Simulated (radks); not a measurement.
Charge is removed step by step from the 1s down level of the nitrogen ion N3+, starting from 1s(up 1, down 1) 2s2. Calculated with a radial shooting solver on a logarithmic mesh with Libxc functionals: non-relativistic Kohn-Sham, PBE, spin-polarised, spherical densities, point nucleus.

| removed (e) | E - E(0) (eV) | eigenvalue (eV) | E minus straight line (eV) |
|---|---|---|---|
| 0 | 0.000 | -450.58 | 0.000 |
| 0.25 | 115.14 | -470.43 | -6.763 |
| 0.5 | 235.15 | -489.44 | -8.654 |
| 0.75 | 359.68 | -506.26 | -6.017 |
| 1 | 487.60 | -514.12 | 0.000 |

Removing the whole electron costs 487.60 eV by Delta-SCF, against 450.58 eV from minus the eigenvalue at the starting occupation. Slater's transition state (half an electron removed) gives 489.44 eV. Integrating minus the eigenvalue over the occupation (Janak's theorem) gives 487.53 eV. The mean slope of the eigenvalue, de/dn, is 63.5 eV per electron.
